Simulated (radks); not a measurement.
Cs4.5+, 50.5 electrons, occupied as [Kr] 4d10 5p(up 2, down 2) 5s(up 0.5, down 0) (fractional occupations, a model configuration). Method: scalar-relativistic Kohn-Sham, LDA (Slater exchange, Perdew-Wang correlation), spin-polarised, spherical densities, finite nucleus; Fermi nuclear charge, rms radius 4.8041 fm; computed with a radial shooting solver on a logarithmic mesh with Libxc functionals.

Radial electron density D(r) = 4 pi r^2 rho(r):

| r (bohr) | D(r) (e/bohr) | spin D(r) |
|---|---|---|
| 0.002097 | 7.723 | 0.00166 |
| 0.002403 | 9.580 | 0.00205 |
| 0.002775 | 11.97 | 0.00255 |
| 0.003179 | 14.69 | 0.00311 |
| 0.003642 | 17.90 | 0.00377 |
| 0.004207 | 21.90 | 0.00457 |
| 0.004819 | 26.27 | 0.00542 |
| 0.005566 | 31.50 | 0.00641 |
| 0.006377 | 36.96 | 0.00740 |
| 0.007306 | 42.83 | 0.00838 |
| 0.008437 | 49.27 | 0.00935 |
| 0.009666 | 55.29 | 0.0101 |
| 0.01107 | 60.91 | 0.0105 |
| 0.01279 | 65.97 | 0.0105 |
| 0.01465 | 69.50 | 0.00996 |
| 0.01679 | 71.46 | 0.00876 |
| 0.01939 | 71.65 | 0.00684 |
| 0.02221 | 70.18 | 0.00458 |
| 0.02545 | 67.61 | 0.00227 |
| 0.02939 | 64.68 | 0.000440 |
| 0.03367 | 62.92 | 0.0000987 |
| 0.03858 | 63.33 | 0.00186 |
| 0.04455 | 66.98 | 0.00645 |
| 0.05104 | 73.36 | 0.0130 |
| 0.05848 | 81.37 | 0.0202 |
| 0.06753 | 89.17 | 0.0259 |
| 0.07737 | 93.22 | 0.0265 |
| 0.08936 | 91.99 | 0.0203 |
| 0.1024 | 85.71 | 0.00953 |
| 0.1173 | 76.97 | -0.000692 |
| 0.1355 | 69.40 | -0.00269 |
| 0.1552 | 67.41 | 0.00906 |
| 0.1778 | 70.96 | 0.0313 |
| 0.2053 | 77.07 | 0.0527 |
| 0.2352 | 79.24 | 0.0551 |
| 0.2695 | 73.60 | 0.0353 |
| 0.3113 | 59.40 | 0.00681 |
| 0.3566 | 43.39 | 0.00214 |
| 0.4086 | 31.38 | 0.0361 |
| 0.4718 | 26.80 | 0.0948 |
| 0.5406 | 28.49 | 0.125 |
| 0.6193 | 31.10 | 0.0963 |
| 0.7153 | 30.32 | 0.0252 |
| 0.8195 | 25.41 | -0.00968 |
| 0.9388 | 18.53 | 0.0478 |
| 1.084 | 12.00 | 0.204 |
| 1.242 | 7.952 | 0.366 |
| 1.435 | 5.691 | 0.459 |
| 1.644 | 4.487 | 0.430 |
| 1.883 | 3.429 | 0.317 |
| 2.175 | 2.249 | 0.177 |
| 2.491 | 1.254 | 0.0776 |
| 2.854 | 0.5632 | 0.0252 |
| 3.297 | 0.1848 | 0.00502 |
| 3.777 | 0.04864 | 0.000571 |
| 4.327 | 0.009410 | -0.0000233 |
| 4.997 | 0.001134 | -0.0000184 |
| 5.725 | 0.0001027 | -0.00000290 |

D(r) has 4 maxima, at r = 0.0183, 0.0805, 0.230, 0.650 bohr, and minima at 0.0353, 0.152, 0.479 bohr, inside which lie 1.97, 11.17, 29.02 electrons.
